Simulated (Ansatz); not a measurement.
`B[SiH](B)[SiH2]C`. The species carries charge 0 and has multiplicity 1. Geometry: relaxed with PBE0-D4/def2-TZVP. It is one conformer, not always the lowest.

```xyz
15

B    -0.515   -2.095   -0.674
Si   -0.700   -0.957    0.932
B    -2.029    0.505    0.865
Si    1.232    0.378    0.521
C     1.109    1.321   -1.092
H    -0.146   -3.230   -0.618
H    -0.706   -1.613   -1.753
H    -0.493   -1.620    2.251
H    -2.576    0.924    1.842
H    -2.249    1.042   -0.181
H     2.423   -0.518    0.514
H     1.396    1.316    1.667
H     0.250    1.994   -1.086
H     0.994    0.637   -1.935
H     2.011    1.916   -1.252
```

**Question.** What is the dipole moment at PBE/def2-TZVPP? (Estimate.)

**Answer.** Computed: 0.99 D, with components (0.42, 0.64, -0.62) D in this frame, pointing from negative to positive charge.

**Question.** And with r2SCAN, B3LYP, ωB97M-V? (An estimate is asked.)

**Answer.** The calculation gave: r2SCAN 0.94 D, B3LYP 0.79 D, ωB97M-V 0.78 D.

**Question.** Give the Mulliken charges with PBE, ωB97M-V, r2SCAN in def2-TZVPP. (Estimate.)

**Answer.** Ansatz gave: 
```json
{"atom": "B1", "PBE": "-0.08", "ωB97M-V": "-0.20", "r2SCAN": "-0.08"}
{"atom": "Si2", "PBE": "0.01", "ωB97M-V": "-0.03", "r2SCAN": "0.12"}
{"atom": "B3", "PBE": "-0.08", "ωB97M-V": "-0.20", "r2SCAN": "-0.09"}
{"atom": "Si4", "PBE": "0.16", "ωB97M-V": "0.11", "r2SCAN": "0.20"}
{"atom": "C5", "PBE": "-0.36", "ωB97M-V": "-0.44", "r2SCAN": "-0.29"}
{"atom": "H6", "PBE": "0.04", "ωB97M-V": "0.10", "r2SCAN": "0.03"}
{"atom": "H7", "PBE": "0.04", "ωB97M-V": "0.10", "r2SCAN": "0.03"}
{"atom": "H8", "PBE": "-0.07", "ωB97M-V": "-0.02", "r2SCAN": "-0.09"}
{"atom": "H9", "PBE": "0.04", "ωB97M-V": "0.10", "r2SCAN": "0.03"}
{"atom": "H10", "PBE": "0.04", "ωB97M-V": "0.10", "r2SCAN": "0.03"}
{"atom": "H11", "PBE": "-0.05", "ωB97M-V": "-0.01", "r2SCAN": "-0.06"}
{"atom": "H12", "PBE": "-0.05", "ωB97M-V": "-0.01", "r2SCAN": "-0.06"}
{"atom": "H13", "PBE": "0.11", "ωB97M-V": "0.13", "r2SCAN": "0.09"}
{"atom": "H14", "PBE": "0.11", "ωB97M-V": "0.13", "r2SCAN": "0.09"}
{"atom": "H15", "PBE": "0.11", "ωB97M-V": "0.13", "r2SCAN": "0.08"}
```

B3LYP here is the variant with VWN-RPA as its local correlation; programs differ in this.
